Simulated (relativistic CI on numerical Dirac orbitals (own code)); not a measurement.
Ligand-field terms of d3

Computed with a parametric ligand-field model of a d^n configuration (Racah B and C, spin-orbit zeta, crystal field), exact diagonalisation.

Field parameters in Wybourne normalisation: Oh B⁴₀ = 21Dq, B⁴₄ = √(5/14) B⁴₀. The field is a parameter set, without covalency.

(1) Ground term and bands for B = 930, C = 4690, ζ = 0 cm⁻¹, Oh, 10Dq = 30750 cm⁻¹?

(2) A d3 ion in Oh symmetry has the ground term 4A2 and bands at 2E 14737 cm⁻¹ (679 nm), 2T1 15413 cm⁻¹ (649 nm), 4T2 17100 cm⁻¹ (585 nm), 2T2 22120 cm⁻¹ (452 nm), 4T1 24347 cm⁻¹ (411 nm), 4T1 38053 cm⁻¹ (263 nm). Which parameters reproduce them?

(3) Ground term and bands for B = 510, C = 2570, ζ = 0 cm⁻¹, Oh, 10Dq = 11200 cm⁻¹?

(4) A d3 ion in Oh symmetry has the ground term 4A2 and bands at 2E 16949 cm⁻¹ (590 nm), 2T1 17734 cm⁻¹ (564 nm), 4T2 22300 cm⁻¹ (448 nm), 2T2 25768 cm⁻¹ (388 nm), 4T1 31053 cm⁻¹ (322 nm), 4T1 48897 cm⁻¹ (205 nm). Which parameters reproduce them?

(5) Ground term and bands for B = 980, C = 4450, ζ = 0 cm⁻¹, Oh, 10Dq = 6700 cm⁻¹?

## Answers

(1) Ground term 4A2 with 0.00 electrons in the two orbitals of the cubic e set. Spin-allowed: 4T2 30750 cm⁻¹ (325 nm), 4T1 40596 cm⁻¹ (246 nm), 4T1 65604 cm⁻¹ (152 nm). Lowest spin-forbidden: 2E 21151 cm⁻¹ (473 nm), 2T1 21894 cm⁻¹ (457 nm), 2T2 32480 cm⁻¹ (308 nm). With an A2 ground term the first spin-allowed band lies at |10Dq| itself.

(2) B = 740, C = 3110, ζ = 0 cm⁻¹, Oh, 10Dq = 17100 cm⁻¹.

(3) Ground term 4A2 with 0.00 electrons in the two orbitals of the cubic e set. Spin-allowed: 4T2 11200 cm⁻¹ (893 nm), 4T1 16121 cm⁻¹ (620 nm), 4T1 25129 cm⁻¹ (398 nm). Lowest spin-forbidden: 2E 11439 cm⁻¹ (874 nm), 2T1 11887 cm⁻¹ (841 nm), 2T2 16863 cm⁻¹ (593 nm). With an A2 ground term the first spin-allowed band lies at |10Dq| itself.

(4) B = 870, C = 3510, ζ = 0 cm⁻¹, Oh, 10Dq = 22300 cm⁻¹.

(5) Ground term 4A2 with 0.00 electrons in the two orbitals of the cubic e set. Spin-allowed: 4T2 6700 cm⁻¹ (1493 nm), 4T1 11425 cm⁻¹ (875 nm), 4T1 23375 cm⁻¹ (428 nm). Lowest spin-forbidden: 2E 19633 cm⁻¹ (509 nm), 2T1 20420 cm⁻¹ (490 nm), 2A1 23970 cm⁻¹ (417 nm). With an A2 ground term the first spin-allowed band lies at |10Dq| itself.
